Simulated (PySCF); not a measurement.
Correlation energy of Hg²⁺ (mercury, charge +2)

[Xe] 4f14 5d10, closed-shell 1S. Calculation: PySCF 2.14, in cc-pVDZ-PP with ECP60MDF (4s4p3d1f, 38 functions); a scalar-relativistic core potential. Frozen: 5s2 5p6; 10 electrons correlated.

Total MP2 correlation energy: -248.84 mhartree.

Same-spin part -89.40 and opposite-spin part -159.45 mhartree; SCS-MP2 scales them by 1/3 and 6/5 to -221.13 mhartree.

| level | correlation energy (mhartree) |
| --- | --- |
| CCSD | -239.64 |
| (T) | -1.92 |
| CCSD(T) | -241.56 |

Diagnostics: T1 = 0.0018, D1 = 0.0026, largest double amplitude 0.024.

Question: Is a single reference adequate?

Answer: Yes, within this model without spin-orbit coupling: T1 lies below 0.03 and no double amplitude reaches 0.07.
